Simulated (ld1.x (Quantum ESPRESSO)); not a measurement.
# Cl (Z = 17), TM: configuration errors across variants

ld1.x (Quantum ESPRESSO) 7.5 input, shortened:

```
&input
   title='Cl', zed=17., rel=1, dft='PBE', iswitch=3,
   config='[Ne] 3s1.5 3p5.5'
 /
 &inputp
   pseudotype=2, tm=.true., lloc=1,
   nlcc=.false.
 /
2
3S  1  0   1.50   0.00  1.10  1.10  0.0
3P  2  1   5.50   0.00  1.10  1.10  0.0
 &test
   configts(1)='3s1.5 3p5.5'
 /
```

All-electron excitation energies from the reference (eV): (1) 3s2 3p5 -6.063; (2) 3s2 3p4 7.813; (3) 3s2 3p3 33.260; (4) 3s2 3p4.5 -0.480; (5) 3s2 3p1 123.810; (6) 3s1 3p5 20.522; (7) 3s1 3p6 6.091.

2 further variants failed, have other tests or another functional or relativity, and are left out.

A true bound ghost makes a file unfit for plane-wave use even where its test errors are small: the radial tests pick states by their node count and pass the ghost by.

Errors AE − PS in meV (a dash: test not solved or not reliable):

| change | (1) | (2) | (3) | (4) | (5) | (6) | (7) | bound ghosts |
| --- | --- | --- | --- | --- | --- | --- | --- | --- |
| base | +0.7 | +2.4 | +20 | +0.4 | +181 | +4.7 | 0.0 | none |
| type ultrasoft; waves now 3s (bound): rcut 0.95, rcutus 1.10 bohr; 3s channel at 1.35 Ry: rcut 0.95, rcutus 1.10 bohr; 3p (bound): rcut 0.95, rcutus 1.10 bohr; 3p channel at 0.75 Ry: rcut 0.95, rcutus 1.10 bohr; local potential all-electron potential smoothed inside 0.95 bohr (lloc = -1); augmentation PSQ, inside the norm-conserving radii | +0.9 | +1.9 | +3.1 | +1.3 | +9.3 | -2.8 | -0.9 | s |
| core correction a·sin(br)/r model core inside 0.78 bohr | +0.6 | +3.0 | +24 | +0.5 | +193 | +5.7 | 0.0 | none |
| local potential the s channel | +0.7 | +2.3 | +19 | +0.4 | +175 | +4.6 | 0.0 | none |
| wave 3s (bound): rc 1.10 bohr becomes 3s (bound): rc 1.06 bohr | +0.9 | +3.0 | +22 | +0.8 | +193 | +4.7 | +0.2 | none |

Give the same row for: all radii scaled by about 0.76 (s 0.84, p 0.84 bohr).

+6.8, +29, +148, +11, +1238, +25, +9.2; bound ghosts: s.
